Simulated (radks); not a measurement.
The numbers below are computed, except where a source is named.
Question: All-electron atom: Cd V in [Kr] 4d8 (the NIST ground configuration). Level of theory: scalar-relativistic Kohn-Sham, BLYP, spin-polarised, spherical densities, finite nucleus; open shells are filled with parallel spins first (spin-orbit coupling, left out, can overturn this in heavy ions); Fermi nuclear charge, rms radius 4.6087 fm (a radial shooting solver on a logarithmic mesh with Libxc functionals). Some entries of the table are withheld. Estimate them.

orbital  occ.  eigenvalue (eV)  <r> (bohr)
1s up       1        -26583.98     0.03040
1s down     1        -26583.98     0.03040
2s up       1        -3994.182      0.1317
2s down     1        -3993.712      0.1317
2p up       3        -3590.070      0.1149
2p down     3        -3589.709      0.1148
3s up       1        -788.8762      0.3584
3s down     1        -788.6408      0.3583
3p up       3        -656.3599      0.3571
3p down     3        -656.0916      0.3571
3d up       5        -448.9322      0.3346
3d down     5        -448.5153      0.3346
4s up       1        -160.0988      0.8709
4s down     1        -158.3434      0.8703
4p up       3        -120.6333      0.9429
4p down     3        -118.8490      0.9430
4d up       5              (1)       1.152
4d down     3              (2)       1.158
5s up       0         -44.8275       2.130
5s down     0         -44.1263       2.152
5p up       0         -35.5589       2.429
5p down     0         -35.0579       2.455

Answer: 
(1) 4d up eigenvalue (eV): -63.1463
(2) 4d down eigenvalue (eV): -61.4489
